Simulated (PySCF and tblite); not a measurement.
Results of a calculation; reference values are marked as such.
Molecule: C3H6OSe, numbered as in [CH2:1]1[CH2:2][Se:3][CH2:4][O:5]1.

The ring 1–2–3–4–5 is held at Altona–Sundaralingam phase angles P (ν_j = ν_max cos(P + 144°(j − 2)), ν_j about the bond from ring atom j to j + 1, counted from 0) and the rest relaxed at GFN2-xTB. Energies: BHandHLYP/pcSseg-1 + D3(BJ). (tblite 0.8, PySCF 2.14.)

Spin–orbit effects of heavy atoms are missing.

(1) Give the DFT energy and dipole along the phase angle P.

(2) How free is the pseudorotation?

Results:

(1) 
```csv
phase angle P °,E kcal/mol,dipole D,amplitude °
0,3.23,1.64,46
36,2.10,1.70,50
72,0.00,1.45,54
108,1.77,1.07,45
144,2.95,1.34,43
180,3.24,1.64,46
216,2.11,1.70,50
252,0.03,1.45,54
288,1.76,1.07,45
324,2.94,1.34,43
```

(2) The sampled points span 3.24 kcal/mol, from P = 72° to P = 180°; RT at 298 K is 0.59 kcal/mol, so it is hindered but fast.
